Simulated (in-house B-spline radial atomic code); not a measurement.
# Ionising Pb⁴⁺ with different functionals

Computed with a radial B-spline atomic code at the basis-set limit: four-component Dirac-Coulomb Hamiltonian, Fermi nucleus of rms radius 5.5012 fm, spin-restricted, spherical fractional occupations for the functionals. The ionisation energy is the difference of two self-consistent energies, [Xe] 4f14 5d10 → [Xe] 4f14 5d9, without Breit or QED terms; ε is the level of the shell that loses the electron (mean over j). The electron is taken from both j subshells in proportion to 2j + 1, so the result is a j average, not the step between ground levels.

Hybrids are left out here: with spherical fractional occupations of an open shell their exact exchange keeps a self-interaction that integer-occupation calculations don't have.

```csv
method,rung,ΔSCF (eV),-ε(5d) (eV)
LDA VWN5,LDA,70.03,61.91
relativistic LDA,LDA,70.04,61.92
LDA PW92,LDA,?,?
LDA exchange-only,LDA,68.25,60.15
PBE,GGA,69.75,61.63
PBEsol,GGA,69.77,61.65
BLYP,GGA,69.56,61.45
RPBE,GGA,?,?
PW91,GGA,69.84,61.71
BP86,GGA,69.84,61.72
AM05,GGA,69.79,61.66
OLYP,GGA,70.03,61.87
```

Problem. What does LDA PW92 give?

Solution. ΔSCF 70.02 eV, and -ε(5d) = 61.90 eV.

Problem. What does RPBE give?

Solution. ΔSCF 69.69 eV, and -ε(5d) = 61.56 eV.

Problem. How do they compare with the NIST value?

Solution. NIST lists 68.8 eV ± 0.5 (semi-empirical, ground level to ground level). Errors run from -0.55 to +1.24 eV. The correlated functionals all miss on the same side by more than they spread, so the cause is common to them (Breit-QED terms, spin polarisation, the choice among j levels, multiplet and fine-structure energies, or a listed next ion that isn't the cheapest removal here) and closeness doesn't rank the functionals.
